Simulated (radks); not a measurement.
Question: Species: Bi II. Configuration: [Hg] 6p2. Method: scalar-relativistic Kohn-Sham, XLYP, spin-unpolarised, spherical densities, finite nucleus; Fermi nuclear charge, rms radius 5.5211 fm; computed with a radial shooting solver on a logarithmic mesh with Libxc functionals. Some entries of the table are withheld. Estimate them.

orbital,occ.,eigenvalue (eV),<r^2> (bohr^2)
1s,2,-90639.06,0.0003463
2s,2,-16293.64,0.005245
2p,6,-13945.36,0.004485
3s,2,-3939.112,0.03370
3p,6,-3267.853,0.03501
3d,10,(1),0.02901
4s,2,-910.0110,0.1605
4p,6,-689.9705,0.1841
4d,10,(2),0.2059
5s,2,-165.6670,(3)
4f,14,-160.5560,0.2322
5p,6,-103.8090,1.012
5d,10,-34.9850,1.757
6s,2,-22.0192,5.088
6p,2,-11.3990,9.048
7s,0,-5.0117,33.74

Answer: 
(1) 3d eigenvalue (eV): -2591.983
(2) 4d eigenvalue (eV): -438.0028
(3) 5s <r^2> (bohr^2): 0.7729
